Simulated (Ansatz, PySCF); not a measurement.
Two conformers of CH4FGaO (SMILES C[O][GaH][F]), B3LYP-D3(BJ)/def2-TZVP minima.
Conformer 1 (charge 0, multiplicity 1):
```xyz
8

C     -1.230    -0.204     0.128
O      0.042    -0.835     0.046
Ga     1.576     0.031    -0.150
F      1.382     1.787    -0.237
H     -1.700    -0.465     1.080
H     -1.166     0.885     0.057
H     -1.865    -0.570    -0.683
H      2.961    -0.630    -0.242
```
Conformer 2 (charge 0, multiplicity 1):
```csv
atom,x (Å),y (Å),z (Å)
C,-1.2562,0.2547,0.1990
O,-0.2388,-0.6843,-0.1065
Ga,1.4983,-0.3361,0.0061
F,2.4688,-1.7289,-0.4457
H,-0.8661,1.2303,0.5134
H,-1.8851,0.4085,-0.6818
H,-1.8818,-0.1366,1.0057
H,2.1609,0.9924,0.4369
```

No zero-point or thermal terms.

Cores are frozen in the correlated methods. Filled d and f shells under p-block atoms count as core. Rows in 3-21G, LANL2DZ carry no dispersion term and start afresh at each structure; the Pople sets are all-electron and without relativity. LANL2DZ brings its own core potentials from Na on.

Codes used: Ansatz (an electronic-structure program) with Gaussian orbitals; PySCF for 3-21G rows, LANL2DZ rows, the dispersion terms. 

| level | electronic energy of conformer 2 less that of conformer 1 (kcal/mol) |
|---|---|
| HF/3-21G | 1.52 |
| BLYP/def2-TZVPP | 1.66 |
| r2SCAN-D4/def2-TZVPP | 1.67 |
| B3LYP/LANL2DZ | 1.94 |
| PBE0-D4/def2-TZVPP | 1.58 |
| CAM-B3LYP-D4/def2-TZVPP | ___ |
| B2PLYP/def2-TZVPP | ___ |
| CCSD/cc-pVTZ | 1.44 |
| CCSD(T)/cc-pVTZ | 1.46 |

### Question
What belongs in the gaps?

### Answer

- CAM-B3LYP-D4/def2-TZVPP, electronic energy of conformer 2 less that of conformer 1 (kcal/mol): 1.82
- B2PLYP/def2-TZVPP, electronic energy of conformer 2 less that of conformer 1 (kcal/mol): 1.62
